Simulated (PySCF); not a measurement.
Match the calculated data to a structure.

All candidates are C5H12OSSi.

* Rotational structure: rotational constants A, B, C: 2.094, 0.662, 0.529 GHz [GFN2-xTB]
* NMR, other nuclei: isotropic shieldings of nuclei other than C and H, by class: 311 (1 O), 367 (1 Si), 754 (1 S) ppm [GIAO PBE0/pcSseg-1]
* 13C NMR: chemical shifts (computed TMS as zero) by class: 140.0 (1 C), 136.3 (1 C), 64.1 (1 C), 25.8 (1 C), 16.6 (1 C) ppm [GIAO PBE0/pcSseg-1]
* 1H NMR: chemical shifts (computed TMS as zero) by class: 5.95 (1 H), 5.70 (2 H), 5.66 (1 H), 4.65 (2 H), 2.08 (2 H), 1.11 (3 H), -0.42 (1 H) ppm [GIAO PBE0/pcSseg-1]
* Dipole: 0.64 D [PBE0/pcSseg-1]

Electronic properties: PySCF, gas phase, density fitting. Levels stand in brackets. Isolated species at its GFN2-xTB geometry (one conformer only). GFN2-xTB frequencies show an imaginary mode (25i cm⁻¹), so this geometry is no minimum at that level. NMR classes are plain means over equivalent atoms (diastereotopic ones count apart unless rotation or inversion swaps them), as if these changed places fast.

Question: Which candidate is it?
A. `C[Si]1(C)C[C@@H](S)CO1`
B. `CC/C=C\CO[SiH2]S`
C. `C=C[Si@@H](S)OCCC`
D. `CC/C=C\[Si@@H](O)SC`
E. `CC(=S)CCC[SiH2]O`

Answer: B. It is `CC/C=C\CO[SiH2]S`. Numbering: `[CH3:1][CH2:2]/[CH:3]=[CH:4]\[CH2:5][O:6][SiH2:7][SH:8]`. Its formula, C5H12OSSi, gives 1 degree of unsaturation: 0 rings and 1 π bond in the structure found. 5 carbons fall into 5 classes; from least to most shielded: alkene CH carbon [C3] (140.0 ppm), alkene CH carbon [C4] (136.3 ppm), sp3 carbon bound to oxygen [C5] (64.1 ppm), allylic carbon [C2] (25.8 ppm), methyl carbon [C1] (16.6 ppm). Hydrogen classes from least to most shielded: 1 H on an alkene CH carbon, C4 (5.95 ppm), 2 H on an oxygen-bound silicon, Si7 (5.70 ppm), 1 H on an alkene CH carbon, C3 (5.66 ppm), 2 H on an sp3 carbon bound to oxygen, C5 (4.65 ppm), 2 H on an allylic carbon, C2 (2.08 ppm), 3 H on a methyl carbon, C1 (1.11 ppm), 1 H on a sulfur bonded to Si and H, S8 (-0.42 ppm). The other shieldings belong to: 311 ppm, silyl ether oxygen [O6]; 367 ppm, oxygen-bound silicon [Si7]; 754 ppm, sulfur bonded to Si and H [S8]. The optimised geometry has point group C1 and is an asymmetric top.

The others, at the same levels:
- `C[Si]1(C)C[C@@H](S)CO1` fails: its computed 13C shifts are 79.3 (1 C), 45.2 (1 C), 27.3 (1 C), 2.4 (1 C), 0.3 (1 C) ppm, 1H shifts are 4.29 (1 H), 4.23 (1 H), 3.04 (1 H), 2.59 (1 H), 1.32 (1 H), 1.25 (1 H), 0.33 (3 H), 0.11 (3 H) ppm and rotational constant A is 2.393 GHz (against 2.094 GHz).
- `CC(=S)CCC[SiH2]O` fails: its computed 13C shifts are 276.4 (1 C), 59.3 (1 C), 44.7 (1 C), 28.2 (1 C), 17.7 (1 C) ppm, 1H shifts are 5.16 (2 H), 3.09 (3 H), 2.94 (2 H), 2.06 (2 H), 0.77 (1 H), 0.64 (2 H) ppm and rotational constant A is 3.035 GHz (against 2.094 GHz).
- `C=C[Si@@H](S)OCCC` fails: its computed 13C shifts are 149.2 (1 C), 140.7 (1 C), 70.7 (1 C), 31.0 (1 C), 16.2 (1 C) ppm, 1H shifts are 6.56 (1 H), 6.33 (1 H), 6.01 (1 H), 5.91 (1 H), 4.38 (1 H), 3.72 (1 H), 1.77 (1 H), 1.46 (1 H), 1.25 (3 H), -0.17 (1 H) ppm and smallest rotational constant is 0.692 GHz (against 0.529 GHz).
- `CC/C=C\[Si@@H](O)SC` fails: its computed 13C shifts are 169.8 (1 C), 127.7 (1 C), 32.7 (1 C), 17.3 (1 C), 11.6 (1 C) ppm, 1H shifts are 7.25 (1 H), 5.68 (1 H), 5.60 (1 H), 3.24 (1 H), 2.08 (1 H), 1.92 (3 H), 1.51 (1 H), 1.18 (3 H) ppm and rotational constant A is 1.876 GHz (against 2.094 GHz).

Each candidate is one conformer, not necessarily the lowest. Dipoles, sizes and rotational constants follow the conformer. The torsions of the flexible species, by atom-mapped SMILES:
- `[CH3:1][CH2:2]/[CH:3]=[CH:4]\[Si@@H:5]([OH:6])[S:7][CH3:8]`: C1–C2–C3–C4 102°, C3–C4–Si5–O6 -58°, C4–Si5–S7–C8 52°, H–O6–Si5–C4 149°

The conformers of `CC/C=C\CO[SiH2]S`, `C[Si]1(C)C[C@@H](S)CO1`, `CC(=S)CCC[SiH2]O` and `C=C[Si@@H](S)OCCC` aren't listed.
